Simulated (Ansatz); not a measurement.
Worked example: C2H6Cl2Si + GeHF3 → SiH(CH3)Cl2 + Ge(CH3)F3

Species: C2H6Cl2Si `CC[SiH](Cl)Cl`, singlet; GeHF3 `[F][GeH]([F])[F]`, singlet; SiH(CH3)Cl2 (methyldichlorosilane), singlet; Ge(CH3)F3, singlet. The partners trade CH3 for H: C–CH3 and Ge–H bonds give way to C–H and Ge–CH3.

Shapes, held fixed at every level: PBE0-D4/def2-TZVP. Flexible molecules stand in one conformer, not always the lowest. Programs: Ansatz 0.2.0. Electronic energies: no zero-point or thermal term.

At CCSD(T)/def2-TZVPP; 1 Eh = 2625.50 kJ/mol:

| species | energy (Eh) |
| --- | --- |
| C2H6Cl2Si | -1288.303759 |
| GeHF3 | -2375.552476 |
| SiH(CH3)Cl2 | -1249.067077 |
| Ge(CH3)F3 | -2414.814161 |

Task: Work out ΔE of the reaction at this level.

Result: 
1. Products less reactants: (-1249.067077) + (-2414.814161) − [(-1288.303759) + (-2375.552476)] = -0.025003 Eh = -65.6 kJ/mol.

Other levels give -66.9 (B2PLYP/def2-TZVPP) to -58.8 kJ/mol (HF/def2-SVP). No measured value is set beside it here. Relativity is left out for Ge. Outer-core shells of Ge are correlated, in sets that cover them unevenly.
